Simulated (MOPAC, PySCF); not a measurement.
[Hf(Cl)4], neutral singlet in the gas phase. 

Cartesian coordinates (Å):
```xyz
5

Hf    -0.0062     0.0049    -0.0029
Cl    -0.2787     1.6942     1.5904
Cl     1.3005    -1.7144     0.8932
Cl    -2.1001    -0.8409    -0.6068
Cl     1.0509     0.8817    -1.8944
```
Charge 0, spin multiplicity 1.

All levels are single points at this geometry (BP86-D3(BJ)/def2-SVP); Pople sets use spherical d functions. Orbital energies aren't observables, and empty levels follow the basis.

```
level                                   HOMO (eV)  LUMO (eV)  gap (eV)  dipole (D)  vertical IE, Delta-SCF (eV)
--------------------------------------  ---------  ---------  --------  ----------  ---------------------------
B3LYP-D3(BJ)/def2-TZVP in PySCF             -9.42      -2.45      6.97        0.00                            –
PBE-D3(BJ)/def2-TZVP in PySCF               -8.32      -3.05      5.26        0.00                            –
TPSSh-D3(BJ)/def2-TZVP in PySCF             -8.99      -2.68      6.31        0.00                            –
B3LYP/LANL2DZ in PySCF                      -9.82      -3.25      6.57        0.01                            –
BP86/6-31G* (LANL2DZ on Hf) in PySCF        -8.58      -3.60      4.97        0.00                            –
M06-2X/6-31G* (LANL2DZ on Hf) in PySCF     -11.17      -2.02      9.15        0.00                            –
PBE/6-31G* (LANL2DZ on Hf) in PySCF         -8.47      -3.49      4.99        0.00                            –
SVWN5/6-31G* (LANL2DZ on Hf) in PySCF       -8.60      -3.64      4.96        0.00                            –
PM7 in MOPAC                               -11.85      -2.46      9.38        0.01                            –
```
